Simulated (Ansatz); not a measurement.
`[F][Zr]([F])([Cl])[SeH]` and `[F][Zr]([F])([Cl])[Cl]` differ in one atom or group.

Ansatz, PBE0-D4/def2-TZVP geometries, multiplicity 1. Each molecule was computed in one conformer, which needn't be the lowest.

Elements past krypton have def2 core potentials. Scalar relativity is left out up to krypton.

| property | `[F][Zr]([F])([Cl])[SeH]` |
| --- | --- |
| HOMO–LUMO gap (ωB97M-V/def2-TZVPP) / eV | 9.83 |
| HOMO–LUMO gap (PBE/def2-TZVPP) / eV | 3.66 |
| HOMO energy (ωB97M-V/def2-TZVPP) / eV | -9.85 |
| LUMO energy (PBE/def2-TZVPP) / eV | -2.98 |
| HOMO energy (PBE0/def2-TZVPP) / eV | -7.78 |
| HOMO energy (B3LYP/def2-TZVPP) / eV | -7.54 |

Give the same properties after the change, and the shifts. (Best estimate.)

Computed: 
| property | `[F][Zr]([F])([Cl])[Cl]` | shift |
| --- | --- | --- |
| HOMO–LUMO gap (ωB97M-V/def2-TZVPP) / eV | 12.00 | 2.17 |
| HOMO–LUMO gap (PBE/def2-TZVPP) / eV | 5.40 | 1.74 |
| HOMO energy (ωB97M-V/def2-TZVPP) / eV | -12.02 | -2.17 |
| LUMO energy (PBE/def2-TZVPP) / eV | -2.97 | 0.01 |
| HOMO energy (PBE0/def2-TZVPP) / eV | -9.80 | -2.02 |
| HOMO energy (B3LYP/def2-TZVPP) / eV | -9.51 | -1.97 |

The zero-point energy changes by -16.4 kJ/mol with -3 modes.

B3LYP here is the variant with VWN-RPA as its local correlation; programs differ in this.

Spin–orbit coupling is left out; it splits and shifts lone-pair levels of the heavy atoms by tenths of an eV.
